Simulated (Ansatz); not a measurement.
Z-matrix (Å, degrees):
```
Sn
O 1 1.9880
H 2 0.9722 1 111.38
O 1 1.9931 2 107.42 3 51.77
H 4 0.9719 1 110.94 2 -104.64
H 1 1.7066 2 103.69 3 165.79
H 1 1.7263 6 118.79 2 -123.15
```
Charge 0, multiplicity 1.

Calculation: frozen-core CCSD(T)/def2-TZVPP // PBE-D3(BJ)/def2-TZVP run with Ansatz (a program for electronic structure).

```json
{
 "HF energy": "-365.48961 Ha",
 "MP2 correlation energy": "-0.82483 Ha"
}
```

Task: Estimate the CCSD correlation energy, the (T) correction, the total energy and the T1 diagnostic.

Result: 
```
Quantity                         Value
-----------------------  -------------
CCSD correlation energy    -0.82991 Ha
(T) correction             -0.02750 Ha
CCSD(T) total energy     -366.34701 Ha
T1 diagnostic                    0.014
```
